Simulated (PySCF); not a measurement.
# Aluminium: highly charged ions in a basis for the neutral atom

Al¹¹⁺ 1s2, Al¹²⁺ 1s1. All numbers are calculated (PySCF 2.14, no relativity, point nucleus, in pcseg-2 (5s4p2d1f, 34 functions)). No spin-orbit coupling, so a gap to NIST mixes the basis error with missing relativistic terms.

Changed run: basis of the neutral atom used for a highly charged ion. This setting is unsound on purpose.

| species | method | sound run (hartree) | changed run (hartree) | converged |
| --- | --- | --- | --- | --- |
| Al¹¹⁺ | UHF | not run | -160.97857 | yes |
| Al¹¹⁺ | BP86 | not run | -161.02095 | yes |
| Al¹¹⁺ | LDA | not run | -160.08274 | yes |
| Al¹²⁺ | UHF | not run | -84.44042 | yes |
| Al¹²⁺ | BP86 | not run | -84.41671 | yes |
| Al¹²⁺ | LDA | not run | -83.92957 | yes |

Ionisation energy of Al¹¹⁺:

```json
{"method": "UHF", "changed run (eV)": "2082.7", "NIST (eV)": "2086.0"}
{"method": "BP86", "changed run (eV)": "2084.5", "NIST (eV)": "2086.0"}
{"method": "LDA", "changed run (eV)": "2072.2", "NIST (eV)": "2086.0"}
```

The contracted functions were made for the neutral atom and can be too rigid for a highly charged ion.
